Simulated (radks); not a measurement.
Task: The thulium ion Tm+, configuration [Xe] 4f13 6s1. Method: Dirac Kohn-Sham, PBE, spin-unpolarised, spherical densities, point nucleus; open shells are shared between the two j in proportion to 2j + 1; speed of light set to 171.295 atomic units (1.25 times the physical value, a model run); computed with a radial shooting solver on a logarithmic mesh with Libxc functionals. Some entries of the table are withheld. Estimate them.

| orbital | occ. | eigenvalue (hartree) | <1/r> (bohr^-1) | <r^2> (bohr^2) |
|---|---|---|---|---|
| 1s1/2 | 2 | (1) | (2) | 0.0005839 |
| 2s1/2 | 2 | -351.4280 | 17.79 | 0.009077 |
| 2p1/2 | 2 | -335.2470 | 17.79 | 0.006613 |
| 2p3/2 | 4 | -313.6213 | 16.27 | 0.007388 |
| 3s1/2 | 2 | -78.92717 | 6.619 | (3) |
| 3p1/2 | 2 | -71.71745 | 6.547 | 0.05465 |
| 3p3/2 | 4 | -67.17098 | 6.159 | 0.05894 |
| 3d3/2 | 4 | -54.44347 | 6.055 | 0.04632 |
| 3d5/2 | 6 | -53.38298 | 5.953 | 0.04752 |
| 4s1/2 | 2 | -15.54832 | 2.793 | 0.2961 |
| 4p1/2 | 2 | -12.64325 | 2.689 | 0.3094 |
| 4p3/2 | 4 | -11.62457 | 2.553 | 0.3333 |
| 4d3/2 | 4 | -6.67511 | 2.336 | (4) |
| 4d5/2 | 6 | -6.47668 | 2.300 | (5) |
| 5s1/2 | 2 | -2.06993 | 1.040 | 1.825 |
| 5p1/2 | 2 | -1.29826 | 0.9084 | 2.370 |
| 5p3/2 | 4 | -1.17525 | 0.8598 | 2.612 |
| 4f5/2 | 5.57143 | -0.42571 | 1.721 | 0.8356 |
| 4f7/2 | 7.42857 | -0.39662 | 1.700 | 0.8692 |
| 6s1/2 | 1 | -0.32595 | 0.3391 | 15.38 |

Result: 
(1) 1s1/2 eigenvalue (hartree): -2116.621
(2) 1s1/2 <1/r> (bohr^-1): 74.73
(3) 3s1/2 <r^2> (bohr^2): 0.05899
(4) 4d3/2 <r^2> (bohr^2): 0.3751
(5) 4d5/2 <r^2> (bohr^2): 0.3847
